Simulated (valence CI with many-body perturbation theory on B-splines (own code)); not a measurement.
Values are calculated unless marked as measured or tabulated.
# Level structure of Ir⁵⁵⁺

Level of theory: configuration interaction combined with many-body perturbation theory (CI+MBPT): four valence electrons over a frozen Dirac-Fock core [Ar], radial functions for each j: 9 s, 9 p, 10 d, 8 f, 5 g, 3 h, 1 i, with the one-electron correlation potential Σ1 (screened to all orders), the two-electron term Σ2, the three-electron term Σ3, Breit, model QED; selected single and double excitations, second order for the rest (own B-spline code, finite nucleus).

The last digits are not significant, and no measured levels were compared; by estimate large intervals hold to a few tenths of a per cent, small ones and those within an open d or f shell to about a per cent. The list stops below the first excitations out of the core. Only levels of the ground parity were solved; by the run's estimate the other parity begins above the list, which can be wrong where configurations are misplaced.

Levels 1 to 19 of 19, with energies above the lowest level, (3d3/2^4) J=0. "Leading %" is the weight of the configuration and term that name the level; weights of strongly mixed levels are sums over their largest components and can fall short. In the jj column 3d3/2^4 stands for four electrons in 3d with j = 3/2.

```tsv
No.	Configuration	Term	J	E (eV)	Leading %	g	Leading jj
1	3d⁴	³P	0	0.00	61		3d3/2^4 (99 %)
2	3d⁴	⁵D	1	78.79	56	1.489	3d3/2^3 3d5/2 (99 %)
3	3d⁴	³F	4	91.12	28	1.055	3d3/2^3 3d5/2 (99 %)
4	3d⁴	⁵D	2	94.93	30	1.184	3d3/2^3 3d5/2 (96 %)
5	3d⁴	³F	3	98.37	31	1.103	3d3/2^3 3d5/2 (97 %)
6	3d⁴	⁵D	0	166.67	67		3d3/2^2 3d5/2^2 (99 %)
7	3d⁴	⁵D	2	166.89	56	1.294	3d3/2^2 3d5/2^2 (97 %)
8	3d⁴	³H	4	169.53	40	1.135	3d3/2^2 3d5/2^2 (99 %)
9	3d⁴	⁵D	3	171.76	49	1.180	3d3/2^2 3d5/2^2 (96 %)
10	3d⁴	³H	5	175.30	66	1.077	3d3/2^2 3d5/2^2 (100 %)
11	3d⁴	¹I	6	178.16	54	1.063	3d3/2^2 3d5/2^2 (100 %)
12	3d⁴	³D	1	181.27	43	1.052	3d3/2^2 3d5/2^2 (98 %)
13	3d⁴	³F	3	184.08	45	1.053	3d3/2^2 3d5/2^2 (99 %)
14	3d⁴	³G	4	184.61	53	1.026	3d3/2^2 3d5/2^2 (99 %)
15	3d⁴	³F	2	186.79	33	1.071	3d3/2^2 3d5/2^2 (98 %)
16	3d⁴	³F	2	200.20	53	0.962	3d3/2^2 3d5/2^2 (98 %)
17	3d⁴	³F	4	205.83	65	1.173	3d3/2^2 3d5/2^2 (98 %)
18	3d⁴	¹D	2	219.57	46	1.110	3d3/2^2 3d5/2^2 (96 %)
19	3d⁴	³P	0	237.17	52		3d3/2^2 3d5/2^2 (90 %)
```

The ionisation energy to 3d³ ⁴F3/2 of the next ion comes out as 5466.7 eV (NIST: 5466 ± 5 eV (theoretical)). All 19 levels together are meant to be complete up to 254.05 eV.
